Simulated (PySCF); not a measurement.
# One molecule, several mistakes: CGeH6NSi cation

All numbers below are calculated, not measured. They come from PySCF 2.14.0, an open-source quantum chemistry program, on an isolated molecule that a program drew, which may never have been made. The molecule is CGeH6NSi cation (charge +1, singlet), drawn as the SMILES string `N[CH]=[GeH][SiH2+]`.

Each row is a Hartree-Fock (HF) and frozen-core CCSD(T) single point in the cc-pV(D+d)Z basis, meant for a local HF minimum. Run 1 is clean. Each other run has one planted mistake out of seven kinds, and not every kind appears here: one electron removed, one electron added, multiplicity raised by two, geometry at a saddle point, minimal basis STO-3G, one bond length entered in bohr, all coordinates scaled. The reference is restricted for singlets and unrestricted otherwise, and also for a bond in bohr. Adding or removing an electron swaps singlet and doublet. Electrons count all cores. HOMO and LUMO are orbital energies over both spins, the gradient is its largest component, and the lowest frequency (negative if imaginary) is given only where the gradient is small. Bond lengths are over the 9 bonds as drawn. T1 is the CCSD diagnostic: over 0.02 (restricted) or 0.045 (unrestricted) a single reference is doubtful. Germanium has the cc-pVDZ-PP basis, with a core potential (ECP10MDF) in place of its 10 inner electrons, and its 3s, 3p and 3d shells are frozen in CCSD(T).

Geometry of the clean run:
```xyz
10
CGeH6NSi cation, angstrom
N    -0.7846   -0.0780    1.9531
C     0.2061   -0.7030    1.4343
Ge    0.3155   -1.4175   -0.4482
Si    0.0626    0.3719   -1.8075
H    -0.7904    0.2084    2.9181
H    -1.6086    0.1459    1.4216
H     1.0144   -0.9136    2.1323
H     1.6889   -2.0758   -0.4654
H    -0.9571    1.3861   -1.4849
H     0.3265    0.2656   -3.2490
```

| run | electrons | basis functions | <S^2> | HOMO (eV) | LUMO (eV) | gradient (hartree/bohr) | lowest frequency (cm^-1) | mean bond (Å) | longest bond (Å) | T1 | HF (hartree) | CCSD(T) (hartree) | mistake |
|---|---|---|---|---|---|---|---|---|---|---|---|---|---|
| 1 | 64 | 104 | 0.000 | -12.32 | -4.25 | 2.8e-05 | 90 | 1.4585 | 2.261 | 0.0229 | -677.83422 | -678.38332 | no fault |
| 2 | 63 | 104 | 0.782 | -19.72 | -10.82 | 3.8e-02 | - | 1.4585 | 2.261 | 0.0213 | -677.41285 | -677.91984 | one electron removed |
| 3 | 65 | 104 | 1.188 | -6.13 | 1.73 | 7.9e-02 | - | 1.4585 | 2.261 | 0.0503 | -678.02294 | -678.57626 | one electron added |
| 4 | 64 | 104 | 2.024 | -11.56 | -4.87 | 4.7e-02 | - | 1.4585 | 2.261 | 0.0221 | -677.81057 | -678.32774 | multiplicity raised by two |
| 5 | 64 | 104 | 1.365 | -12.80 | -4.66 | 3.3e-02 | - | 1.5580 | 2.261 | 0.0773 | -677.69498 | -678.23923 | ? |

**Which mistake was planted in run 5, and what did it cost?**

The mean bond changes by a factor of 1.068 and the longest by 1.000, so the molecule wasn't scaled as a whole. A length L in bohr read as angstrom grows by (1/0.5292 - 1) L = 0.890 L. The 9 bonds together grew by 9 x 0.0995 = 0.896 Å, which gives L = 1.006 Å. That is the length of one of the H-N bonds, 1.007 Å in the clean geometry. So the mistake is: one bond length entered in bohr. Subtracting run 1 and multiplying by 627.51 kcal/mol a hartree, the energy moved by 87.4 kcal/mol in HF and 90.4 kcal/mol in CCSD(T).

Cautions from the logs. Run 1: T1 is over the limit, so its CCSD(T) energy is less reliable; run 3: T1 is over the limit, so its CCSD(T) energy is less reliable; run 5: T1 is over the limit, so its CCSD(T) energy is less reliable.
